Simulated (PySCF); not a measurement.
Lowest singlet excitation (eV) of eight silicon and germanium compounds: TDA-PBE beside TDA-ωB97X, computed with PySCF for isolated molecules in the bases named; differences from unrounded values. The eight are the first of their class met in an unordered collection, after screening for sound electronic states; none was chosen by its value. Each molecule has one DFT geometry for both levels.

| molecule | basis | TDA-ωB97X | TDA-PBE | difference |
|---|---|---|---|---|
| 1,3-azasiletidine (C2H7NSi), SMILES [SiH2]1CNC1 | def2-SVPD | 6.39 | 4.56 | -1.83 |
| N-(silylmethyl)propan-1-amine (C₄H₁₃NSi), SMILES CCCNC[SiH3] | def2-SVPD | 6.42 | 4.94 | -1.48 |
| CH5FS2Si, SMILES C[Si](F)(S)S | def2-SVPD | 6.23 | 5.45 | -0.78 |
| Si(Cl)(OH)2(OMe) (CH5ClO3Si), SMILES CO[Si](O)(O)Cl | def2-SVPD | 8.32 | 6.21 | -2.11 |
| CH11ClSi4, SMILES [SiH3][SiH]([SiH3])C[SiH2]Cl | def2-SVPD | 6.71 | 5.77 | -0.94 |
| C₂H₁₂OSi₃, SMILES C[C@@H]([SiH3])O[SiH2][SiH3] | def2-SVPD | 6.59 | 5.54 | -1.05 |
| C₄H₁₁NSi, SMILES CC/N=C(\C)[SiH3] | def2-SVPD | 4.53 | 4.17 | -0.36 |
| C2H9NSi3, SMILES C1C([SiH3])=N[SiH2][SiH2]1 | def2-SVPD | 3.85 | 3.46 | -0.39 |

TDA-PBE lies below TDA-ωB97X in 8 and above it in 0 of the eight; the mean signed difference is -1.12 and the largest -2.11 eV.
